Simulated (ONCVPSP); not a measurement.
## What one change does to a pseudopotential (ytterbium (Yb), ONCV)

ONCVPSP 4.0.1 input, shortened (lines: element, Z, core and valence counts, functional; n l f; lmax; l rc ep ncon nbas qcut; lloc lpopt rc5 dvloc0; l nproj debl; icmod fcfact rcfact), PBE, scalar-relativistic:

```
  Yb 70.00   10    4        4      upf
    1    0    2.00
    2    0    2.00
    2    1    6.00
    3    0    2.00
    3    1    6.00
    3    2   10.00
    4    0    2.00
    4    1    6.00
    4    2   10.00
    4    3   13.00
    5    0    2.00
    5    1    6.00
    5    2    1.00
    6    0    2.00
    2
    0    1.95    0.00    5   10    7.50
    1    2.15    0.00    3    6    5.10
    2    2.80    0.00    4    8    6.10
    4    1    1.45    0.00
    0    2    1.80
    1    2    1.30
    2    2    1.30
    3    3.00    1.65
```

All-electron outer shells of the reference configuration (PBE, scalar-relativistic, ld1.x):

```json
{"shell": "5s", "level (eV)": "-59.34", "outermost node (bohr)": "0.58", "outermost maximum (bohr)": "1.07"}
{"shell": "5p", "level (eV)": "-31.02", "outermost node (bohr)": "0.62", "outermost maximum (bohr)": "1.22"}
{"shell": "4f", "level (eV)": "-9.61", "outermost node (bohr)": "–", "outermost maximum (bohr)": "0.48"}
{"shell": "6s", "level (eV)": "-4.57", "outermost node (bohr)": "1.44", "outermost maximum (bohr)": "3.12"}
{"shell": "5d", "level (eV)": "-1.86", "outermost node (bohr)": "0.70", "outermost maximum (bohr)": "1.85"}
```

Change: s: qcut 5.8; p: qcut 4; d: qcut 4.7.

Cutoffs: the cutoffs (Ha) at which the residual kinetic energy of the hardest occupied pseudo-wave falls to 1 and 0.1 mHa per electron; they do not see the model core or the augmentation charge, which bear on the density cutoff. Errors are all-electron minus pseudo energies relative to the spin-unpolarised reference configuration.

Task: How do hardness, ghosts and transferability respond?

Result: The potential gets softer (19 Ha and 22 Ha → 14 Ha and 22 Ha); of the 3 tests that both files solve, the error grows in 3 and shrinks in 0 by more than 15 % and 0.3 meV (median size 10.3 → 13.0 meV); neither file shows a bound ghost.

| quantity | base | changed |
| --- | --- | --- |
| cutoff, loose | 19 Ha | 14 Ha |
| cutoff, tight | 22 Ha | 22 Ha |
| loose cutoff by channel | s 19 Ha, p 9.0 Ha, d 9.8 Ha | s 14 Ha, p 8.4 Ha, d 8.2 Ha |
| bound ghosts | none | none |
| GHOST(+) flags under 300 eV | none | none |
| tests counted as reliable (solved cleanly; for ONCVPSP, near-neutral configurations with less than one 5d electron left out) | 3 of 4 | 3 of 4 |
| error for 5s2 5p6 5d1 6s1, meV [ΔE 7.26 eV] | -2.3 | -2.9 |
| error for 5s2 5p6 5d1 6s0, meV [ΔE 20.36 eV] | -11 | -17 |
| error for 5s2 5p6 5d1 6s0 6p2, meV [ΔE 6.85 eV] | -10 | -13 |
| s: phases at 1.98 bohr within 0.05 rad from the reference energy up to (Ha; the scan ends near 5) | to the end of the scan | to the end of the scan |
| p: phases at 2.18 bohr within 0.05 rad from the reference energy up to (Ha; the scan ends near 5) | to the end of the scan | to the end of the scan |
| d: phases at 2.83 bohr within 0.05 rad from the reference energy up to (Ha; the scan ends near 5) | 4.4 | 4.3 |
| rms error of d²Exc/dni dnj with the model core, mHa | 0.80 | 0.91 |
